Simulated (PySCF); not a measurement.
Species: C₈H₆S.
Cartesian coordinates in Å at the GFN2-xTB level; atoms count from 1:
```xyz
15
C8H6S angstrom
C      3.3517   -0.8180    0.0721
C      2.2145   -0.4341    0.0531
C      0.8703    0.0106    0.0262
C      0.5775    1.3736    0.0495
C     -0.7403    1.7914    0.0189
C     -1.7692    0.8691   -0.0349
C     -1.4769   -0.4904   -0.0567
S     -2.8262   -1.6336   -0.1217
C     -0.1620   -0.9241   -0.0263
H      4.3470   -1.1491    0.0906
H      1.3834    2.0907    0.0906
H     -0.9722    2.8458    0.0372
H     -2.7988    1.1914   -0.0593
H     -2.0800   -2.7370   -0.1173
H      0.0768   -1.9782   -0.0441
```

The closed-shell SCF was solved with PySCF and density fitting under several settings on one GFN2-xTB geometry (grid level 2 and gas phase unless stated).

| settings | basis functions | SCF cycles | E (Eh) | HOMO (eV) | LUMO (eV) | dipole (D) |
| --- | --- | --- | --- | --- | --- | --- |
| PBE0/pcSseg-1 | 190 | 14 | -706.0154 | -6.55 | -1.18 | 0.59 |
| PBE0/def2-SVPD | 235 | 14 | -705.7442 | -6.56 | -1.23 | 0.56 |
| B97-2/def2-SVP | 160 | 13 | -706.1586 | -6.20 | -1.10 | 0.49 |
| KT3/pcSseg-1, energy threshold 1e-08 Eh | 190 | 11 | -714.4847 | -5.54 | -1.92 | 0.45 |

Q: Estimate the rows for these settings: (1) WP04/cc-pVDZ; (2) PBE0/def2-SVPD, IEF-PCM dichloromethane, start guess atom, damping 0.3 at the start, DIIS from the seventh cycle; (3) KT2/6-311G**, damping 0.1 at the start, DIIS from the seventh cycle.

A: 
| settings | basis functions | SCF cycles | E (Eh) | HOMO (eV) | LUMO (eV) | dipole (D) |
| --- | --- | --- | --- | --- | --- | --- |
| WP04/cc-pVDZ | 160 | 16 | -718.0204 | -7.52 | -2.99 | 0.39 |
| PBE0/def2-SVPD, IEF-PCM dichloromethane, start guess atom, damping 0.3 at the start, DIIS from the seventh cycle | 235 | 15 | -705.7520 | -6.56 | -1.22 | 0.61 |
| KT2/6-311G**, damping 0.1 at the start, DIIS from the seventh cycle | 206 | 24 | -715.4625 | -5.51 | -1.88 | 0.54 |

Q: Over all rows, what range does the HOMO–LUMO gap span?

A: From 3.62 eV (KT3/pcSseg-1, energy threshold 1e-08 Eh) to 5.37 eV (PBE0/pcSseg-1). The functional of the narrowest has no exact exchange, that of the widest 25 % exact exchange.

Q: And the dipole moment?

A: From 0.39 D (WP04/cc-pVDZ) to 0.61 D (PBE0/def2-SVPD, IEF-PCM dichloromethane, start guess atom, damping 0.3 at the start, DIIS from the seventh cycle); the largest is 1.56 times the smallest, and the median is 0.54 D.

Q: Compare two rows with the functional PBE0: PBE0/pcSseg-1 and PBE0/def2-SVPD. Which energy is lower, and by how much?

A: PBE0/pcSseg-1 (190 functions) lies 0.2712 Eh or 170 kcal/mol below PBE0/def2-SVPD (235 functions). The smaller set gives the lower energy; the two sets aren't nested, so the variational bound doesn't order them by size.

Cycle counts include a coarse-grid stage where the run had one. All basis functions are spherical, in the Pople sets too. KT2, KT3 and WP04 were designed for NMR shieldings or shifts; total energies of different functionals aren't comparable. The species at its GFN2-xTB geometry (one conformer only).
